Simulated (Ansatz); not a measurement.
The first iterations of a band of CH₃BN₂ (7 atoms, charge 0, multiplicity 1).

Computed with RKS B3LYP-D4/def2-SVPD in Ansatz.

```yaml
movable_images: 5
climbing_image: yes
spring: 5.0 eV/Å²
optimiser: quadratic models (default)
start_path: IDPP
force_threshold: 0.05 eV/Å
iteration_limit: 60
end_points: relaxed
```

Initial state:

```xyz
7
Properties=species:S:1:pos:R:3
N -0.737 1.098 0.107
B -0.039 -0.093 -0.036
C 1.038 -1.081 -0.052
N -0.147 -1.491 -0.399
H -1.728 1.170 -0.082
H -0.308 1.961 0.405
H 1.983 -1.632 0.011
```

Final state:

```xyz
7
Properties=species:S:1:pos:R:3
N -0.738 1.098 0.107
B -0.038 -0.093 -0.037
C 1.038 -1.081 -0.052
N -0.146 -1.490 -0.401
H -0.310 1.961 0.408
H -1.728 1.170 -0.084
H 1.983 -1.632 0.013
```

| iteration | highest image above the first end (eV) | largest band force component (eV/Å) |
| --- | --- | --- |
| 1 | 0.884 | 1.649 |
| 2 | 0.840 | 0.801 |
| 3 | 0.818 | 0.355 |

Question: Does the band converge within its limit, and where does its top end?

Answer: It converged. It ended after 10 iterations with the highest image 0.754 eV above the first end. A vibrational analysis at the climbing image gives one clearly imaginary mode, 507i cm⁻¹: a first-order saddle point.

The run took 78 s on 2 threads of Arm Neoverse V2, on a shared host, peak memory 0.17 GiB.
